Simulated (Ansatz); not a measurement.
A nudged elastic band was laid between two geometries of CH$_{4}$Cl$_{2}$OTi (9 atoms, charge 0, multiplicity 1).

The calculation used UKS LDA/def2-SVP in Ansatz 0.2.0.

* movable images: 5
* climbing image: yes
* spring: 5.0 eV/Å²
* optimiser: quadratic models (default)
* start path: through a guess of the saddle point
* force threshold: 0.03 eV/Å
* iteration limit: 60
* end points: relaxed

First end point:

```xyz
9
Properties=species:S:1:pos:R:3
Ti -0.137 0.720 0.168
O -1.465 0.649 -0.935
C 0.682 -1.122 0.126
H 1.006 -1.352 -0.913
Cl 1.423 2.077 -0.485
Cl -0.766 1.041 2.219
H -2.217 0.984 -1.453
H 1.556 -1.134 0.815
H -0.081 -1.862 0.458
```

Last end point:

```xyz
9
Properties=species:S:1:pos:R:3
Ti 0.199 0.691 0.361
O -0.968 0.340 -1.280
C 0.617 -1.077 0.422
H -0.646 -0.595 -0.930
Cl 1.945 1.965 -0.023
Cl -1.331 1.208 1.820
H -1.923 0.464 -1.102
H 1.623 -0.884 -0.054
H 0.485 -2.112 0.786
```

Q: What changes between the two ends?

A: Bonds broken: C3–H4. Bonds formed: Ti1–H4, Ti1–H8, O2–H4.

Q: Give the energies along the band, and the barrier.

A: It converged. The highest image is number 5 of 0 to 6, 2.14 eV above the first end and 0.01 eV above the last; the last end lies 2.13 eV above the first. Neighbouring images differ by up to 1.5 eV, so the band resolves the path poorly. The top lies less than 8 meV above the higher end, about what the thresholds resolve: that end is a shoulder or a very shallow well. A vibrational analysis at the climbing image gives one clearly imaginary mode, 482i cm⁻¹: a first-order saddle point. The orbitals stay closed-shell, which can raise the energy where a bond breaks towards radicals; this wasn't checked here.

```csv
image,path coordinate (Å),energy (eV),C3–H4 (Å),Ti1–H4 (Å),Ti1–H8 (Å)
0,0.00,0.00,1.11,2.60,2.59
1,0.74,0.02,1.11,2.62,2.60
2,1.48,0.05,1.11,2.62,2.59
3,2.22,0.13,1.11,2.51,2.54
4,2.96,0.65,1.14,2.05,2.39
5,3.70,2.14,1.71,1.90,2.25
6,3.93,2.13,1.91,2.01,2.16
```

Q: What is the geometry of the highest image?

A: 
```xyz
9
Properties=species:S:1:pos:R:3
Ti 0.179 0.723 0.337
O -0.961 0.329 -1.271
C 0.596 -1.061 0.374
H -0.533 -0.606 -0.824
Cl 1.921 1.991 -0.047
Cl -1.275 1.219 1.868
H -1.925 0.426 -1.128
H 1.616 -0.954 -0.086
H 0.383 -2.068 0.778
```

Time of the run: 3.5 min on 4 threads of Arm Neoverse N1 (shared host), peak memory 0.23 GiB.
